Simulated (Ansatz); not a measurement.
Start from `O/C=C/[SiH2][SiH3]` and change one atom or group to get `CO/C=C/O`.

Ansatz, PBE0-D4/def2-TZVP geometries, multiplicity 1. Each molecule was computed in one conformer, which needn't be the lowest.

| property | `O/C=C/[SiH2][SiH3]` |
| --- | --- |
| size of the dipole moment (B3LYP/def2-TZVPP) / D | 2.45 |
| LUMO energy (PBE/def2-TZVPP) / eV | -1.02 |
| size of the dipole moment (PBE/def2-TZVPP) / D | 2.53 |
| LUMO energy (B3LYP/def2-TZVPP) / eV | -0.30 |
| HOMO–LUMO gap (B3LYP/def2-TZVPP) / eV | 6.34 |
| HOMO–LUMO gap (PBE0/def2-TZVPP) / eV | 6.75 |

(1) What does the change do to each property? (Estimate.)

## Answers

(1) Ansatz gave: 
```json
{"property": "size of the dipole moment (B3LYP/def2-TZVPP) / D", "`CO/C=C/O`": "2.37", "shift": "-0.08"}
{"property": "LUMO energy (PBE/def2-TZVPP) / eV", "`CO/C=C/O`": "0.09", "shift": "1.11"}
{"property": "size of the dipole moment (PBE/def2-TZVPP) / D", "`CO/C=C/O`": "2.26", "shift": "-0.27"}
{"property": "LUMO energy (B3LYP/def2-TZVPP) / eV", "`CO/C=C/O`": "0.59", "shift": "0.89"}
{"property": "HOMO–LUMO gap (B3LYP/def2-TZVPP) / eV", "`CO/C=C/O`": "6.41", "shift": "0.07"}
{"property": "HOMO–LUMO gap (PBE0/def2-TZVPP) / eV", "`CO/C=C/O`": "7.00", "shift": "0.25"}
```

With PBE0 the HOMO rises by 0.83 eV and the LUMO rises by 1.08 eV, so the gap widens by about 0.25 eV. PBE moves the HOMO by 0.95 eV and ωB97M-V by 0.69 eV. Dipoles are sizes alone; their direction can turn.

B3LYP here is the variant with VWN-RPA as its local correlation; programs differ in this.
